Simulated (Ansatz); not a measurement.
Consider the ligand exchange at the In–C bond: `C#[C][InH2]` + `C[NH][GeH3]` → `C[N]([GeH3])[InH2]` + `C#C`.

Computed with Ansatz on PBE0-D4/def2-TZVP structures; ΔE is electronic, products minus reactants. CBS: MP2 limit from def2 TZ/QZ plus the TZ coupled-cluster correction, frozen cores. This one scheme is used for every species. DFT in def2-TZVPP. Elements past krypton have def2 core potentials. For Ge, In outer-core shells are correlated without core-valence functions, which leaves a few kJ/mol of doubt a bond. Scalar relativity is left out up to krypton.

| level | ΔE (kJ/mol) |
| --- | --- |
| LDA (SPW92) | -7.6 |
| BHLYP-D4 | 5.6 |
| r2SCANh | 5.2 |
| RPA@PBE/def2-TZVPP | 1.1 |

(1) What does CCSD(T)/CBS give? (An estimate is asked.)

Largest T1 diagnostic among the species: 0.015.

## Answers

(1) The calculation gave: -7.4 kJ/mol. The listed levels differ from it by -0.2, 13.0, 12.6, 8.5 kJ/mol.

From r2SCAN to r2SCAN0 (25 % exact exchange), in def2-TZVPP and without D4, ΔE moves by +5.7 kJ/mol. The D4 term adds −8.5 kJ/mol with B3LYP and −4.7 kJ/mol with PBE0; it sums over pairs of atoms, weighted by their polarisabilities, and B3LYP, whose exchange is more repulsive, gets the larger term.

B3LYP here is the variant with VWN-RPA as its local correlation; programs differ in this.
